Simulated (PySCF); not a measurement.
Species: C₆H₉NO₂.
Cartesian coordinates in Å at the GFN2-xTB level; atoms count from 1:
```xyz
18
C6H9NO2 angstrom
C      3.786    1.103    0.065
C      2.848    0.277    0.504
N      1.526    0.324    0.106
C      0.565   -0.541    0.573
O      0.818   -1.417    1.377
C     -0.768   -0.298    0.009
C     -1.791   -1.074    0.385
O     -3.068   -1.028    0.001
C     -3.443   -0.039   -0.934
H      3.574    1.883   -0.647
H      4.799    1.022    0.408
H      3.042   -0.511    1.218
H      1.270    1.037   -0.562
H     -0.876    0.510   -0.699
H     -1.620   -1.869    1.100
H     -4.509   -0.175   -1.108
H     -2.899   -0.163   -1.876
H     -3.261    0.964   -0.539
```

Level of theory: TDDFT PBE0/def2-SVPD, vertical, gas phase, core orbitals frozen in the response (PySCF 2.14.0, density-fitted response routines).

Transition dipole moments from the ground state, in atomic units and in the frame of the coordinates above (overall signs are arbitrary), for the states with f of 0.002 or more among the lowest 6:

```
state  E (eV)      μx      μy      μz
   S2   5.008   1.873   0.837  -0.196
   S3   5.686  -1.460  -0.103  -0.309
   S4   5.848   0.037  -0.110  -0.131
   S5   6.515  -0.035   0.105   0.125
   S6   6.673   0.032  -0.094  -0.114
```

(1) What oscillator strength does each state have?

(2) Label these states by symmetry in Cs.

(3) Which bond between heavy atoms lies closest to the direction of the S2 transition dipole?

(4) What angle do the transition dipoles of S2 and S3 make?

(5) How is the summed strength of these states shared among x, y and z?

(6) What peak molar absorption coefficient would the strongest computed level give as a lone Gaussian band 0.4 eV wide at half height?

## Answers

(1) f = (2/3) ΔE |μ|² with ΔE in hartree (27.2114 eV).

| state | \|μ\|² (au) | \|μ\| (D) | f |
| --- | --- | --- | --- |
| S2 | 4.248 | 5.24 | 0.521 |
| S3 | 2.239 | 3.80 | 0.312 |
| S4 | 0.031 | 0.44 | 0.004 |
| S5 | 0.028 | 0.42 | 0.004 |
| S6 | 0.023 | 0.39 | 0.004 |

(2) The ground state is totally symmetric, so the direction of μ fixes the label. Polarised normal to the mirror plane, so A″: S4, S5 and S6. Polarised in the mirror plane, so A′: S2 and S3.

(3) C6–C7, at 17° from it; next C1–C2 and N3–C4 at 22°.

(4) |cos θ| = |μa·μb| / (|μa| |μb|) = 0.90, so θ ≈ 26° (taken between 0 and 90°, since the signs are arbitrary).

(5) (2/3) Σ ΔE μα² gives 0.728 for x, 0.092 for y and 0.025 for z, 0.846 in all.

(6) ε(max) = 2.175×10⁸ f / FWHM, with the width in cm⁻¹. S2: 2.175×10⁸ × 0.5212 / 3226 ≈ 35000 L mol⁻¹ cm⁻¹.

One conformer stands for the species.
